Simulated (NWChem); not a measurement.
## fluoroethane (C$_{2}$H$_{5}$F)

```xyz
8

C     -1.1771     0.2668     0.0000
C      0.3188     0.4478     0.0000
F      0.9482    -0.7739     0.0000
H     -1.6835     1.2440     0.0000
H     -1.5017    -0.2907    -0.8912
H     -1.5017    -0.2907     0.8912
H      0.6514     1.0072     0.8922
H      0.6514     1.0072    -0.8922
```
Charge 0, spin multiplicity 1.

All runs are NWChem calculations. Structure: optimised with PBE0/def2-SVP, a minimum by its harmonic frequencies.

Symmetry labels belong to the abelian group Cs used in the runs, with the axes of the coordinates shown.

The Pople sets run with spherical d functions.

Problem. List the lowest 6 singlet excitations that CIS/6-31+G* (spherical d) gives, with oscillator strengths.

Solution. 
```
state  symmetry  energy (eV)  wavelength (nm)      f
-----  --------  -----------  ---------------  -----
1            a"        10.31              120  0.017
2            a"        11.01              113  0.112
3            a'        11.05              112  0.044
4            a"        11.15              111  0.052
5            a'        11.37              109  0.157
6            a'        11.56              107  0.022
```
